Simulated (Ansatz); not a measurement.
NbF4 was relaxed with PBE0-D4 (def2-SVP) in Ansatz in these states: charge +1 singlet, neutral doublet. The geometries follow in no particular order.

In the def2 sets Nb takes a core potential; there is no spin–orbit coupling.

A:

```tsv
atom	x (Å)	y (Å)	z (Å)
Nb1	0.000	0.000	0.000
F2	-1.332	-0.197	-1.174
F3	-0.309	1.437	1.015
F4	1.542	0.212	-0.878
F5	0.100	-1.452	1.036
```

B:

```xyz
5

Nb    0.000    0.000    0.000
F    -0.826    0.675    1.519
F    -0.873   -1.633   -0.126
F     1.741   -0.557   -0.322
F    -0.042    1.515   -1.072
```

Problem. Judge from the bond lengths which geometry belongs to which state (an estimate).

Solution. A is the charge +1 singlet (Nb1–F2 1.787 Å, Nb1–F4 1.787 Å, Nb1–F3 1.787 Å); B is the neutral doublet (Nb1–F2 1.856 Å, Nb1–F4 1.856 Å, Nb1–F3 1.856 Å).
